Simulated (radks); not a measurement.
The numbers below are computed, except where a source is named.
The thallium anion Tl- inside a hard spherical wall (all orbitals vanish at R), configuration held at [Hg] 6p2 and not refilled when levels cross. Code: a radial shooting solver on a logarithmic mesh with Libxc functionals. Model: scalar-relativistic Kohn-Sham, LDA (Slater exchange, Perdew-Wang correlation), spin-unpolarised, spherical densities, finite nucleus; Fermi nuclear charge, rms radius 5.4759 fm. Eigenvalues in eV, with the zero of energy where the potential of the charges vanishes at infinity; a dash marks a level that is unbound or too diffuse for the functional's potential to be trusted. A positive occupied level is held by the wall or, in an anion where self-interaction has pushed it up, behind a barrier. The pressure on the wall is -dE/dV.

R (bohr),E (hartree),kinetic (hartree),e(5p),e(5d),e(6s),e(6p),"e(7s, empty)","e(6d, empty)",pressure (GPa)
20,-20229.7556,22764.374,-71.754,-11.112,-5.418,1.225,1.580,2.236,0.00186
15,-20229.7525,22764.380,-71.342,-10.700,-5.027,1.539,2.200,3.264,0.0119
7,-20229.6729,22764.608,-68.315,-7.698,-2.402,4.403,9.638,10.423,2.29
6,-20229.5991,22764.864,-66.976,-6.399,-1.265,6.016,14.454,13.885,7.14
5,-20229.4121,22765.558,-64.610,-4.150,0.889,9.192,23.978,20.192,28.3
3.5,-20228.0167,22770.919,-54.769,4.981,11.855,24.822,67.710,47.075,441
2,-20206.7868,22846.168,-0.265,64.046,117.50,157.59,358.08,218.81,30000
1.5,-20149.7354,23027.601,83.762,166.28,335.23,403.74,822.54,492.36,233000
